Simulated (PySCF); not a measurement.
## Zinc: a sound run and one with changed settings

Sound run: Zn [Ar] 3d10 4s2, Zn⁺ [Ar] 3d10 4s1. Calculation: PySCF 2.14, in x2c-TZVPall (6s5p4d1f, 48 functions); scalar relativity by spin-free X2C-1e. In the sound run the correlated levels freeze [Ar]. The sound run starts from symmetry-adapted Hartree-Fock orbitals and uses a fine grid where one is needed.

A second run was set up differently.

| species | method | sound run (hartree) | changed run (hartree) | converged |
| --- | --- | --- | --- | --- |
| Zn | UHF | -1794.25420 | -1794.25420 | yes |
| Zn | TPSS | -1795.91253 | -1795.91253 | yes |
| Zn | PBE0 | -1795.65091 | -1795.65091 | yes |
| Zn | MP2 | -1794.66631 | -1794.60869 | yes |
| Zn | CCSD(T) | -1794.64624 | -1794.64624 | yes |
| Zn⁺ | UHF | -1793.96788 | -1793.96788 | yes |
| Zn⁺ | TPSS | -1795.56691 | -1795.56691 | yes |
| Zn⁺ | PBE0 | -1795.30927 | -1795.30927 | yes |
| Zn⁺ | MP2 | -1794.33779 | -1794.29567 | yes |
| Zn⁺ | CCSD(T) | -1794.30949 | -1794.30949 | yes |

Ionisation energy of Zn:

| method | sound run (eV) | changed run (eV) |
| --- | --- | --- |
| UHF | 7.791 | 7.791 |
| TPSS | 9.405 | 9.405 |
| PBE0 | 9.297 | 9.297 |
| MP2 | 8.939 | 8.518 |
| SCS-MP2 | 8.971 | 8.507 |
| CCSD | 9.065 | 9.065 |
| CCSD(T) | 9.163 | 9.163 |

**Question.** What was changed?
A. all electrons correlated in a valence basis
B. level shift left on
C. radial grid too coarse
D. too few SCF iterations

**Answer.** B. It used initial guess minao, at most 50 SCF cycles, level shift 0.5 hartree. A level shift leaves the converged SCF energy unchanged but raises the virtual orbital energies, which shrinks MP2 if it is not removed.
